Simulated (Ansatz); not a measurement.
System: trihydroxy(propyl)silane, C3H10O3Si, charge 0, multiplicity 1. 
Geometry from a B3LYP-D3(BJ)/def2-TZVP (Ansatz, a first-principles code) optimisation:
```
C
H 1 1.0950
H 1 1.0953 2 106.05
C 1 1.5355 2 109.71 3 -118.62
H 4 1.0931 1 109.36 2 -64.76
H 4 1.0955 5 106.24 1 118.15
C 4 1.5265 5 109.53 6 117.53
H 7 1.0920 4 111.54 5 -58.00
H 7 1.0924 8 107.87 4 -121.88
H 7 1.0926 8 107.91 9 -115.97
Si 1 1.8556 2 107.96 3 115.76
O 11 1.6431 1 112.85 2 -58.03
H 12 0.9604 11 116.72 1 -107.78
O 11 1.6432 12 109.54 13 134.82
H 14 0.9608 11 117.65 12 -46.42
O 11 1.6533 12 104.14 13 14.45
H 16 0.9599 11 118.21 12 175.39
```

Property: vertical triplet-singlet gap (E(triplet) - E(singlet); each state is the SCF solution reached for its spin; for the triplet the Hartree-Fock reference is unstable and T1 is 0.036), in kcal/mol. Correlated levels leave the core frozen unless marked. Open shells are spin-unrestricted. No spin-orbit coupling. Non-relativistic. 

```tsv
level	program	vertical triplet-singlet gap (kcal/mol)
HF/aug-cc-pV(T+d)Z	Ansatz	156.5
SVWN5/def2-TZVPD	Ansatz	144.1
PBE/def2-TZVPD	Ansatz	143.7
r2SCAN/def2-TZVPD	Ansatz	154.1
B3LYP/def2-TZVPD	Ansatz	158.0
PBE0/def2-TZVPD	Ansatz	161.8
BHLYP/def2-TZVPD	Ansatz	172.9
CAM-B3LYP/def2-TZVPD	Ansatz	170.4
wB97M-V/def2-TZVPD	Ansatz	174.9
wB97X-V/def2-TZVPD	Ansatz	177.7
B2PLYP/def2-TZVPD	Ansatz	174.5
RI-MP2/aug-cc-pV(T+d)Z	Ansatz	188.6
CCSD/aug-cc-pV(D+d)Z	Ansatz	175.0
CCSD(T)/aug-cc-pV(D+d)Z	Ansatz	170.4
```
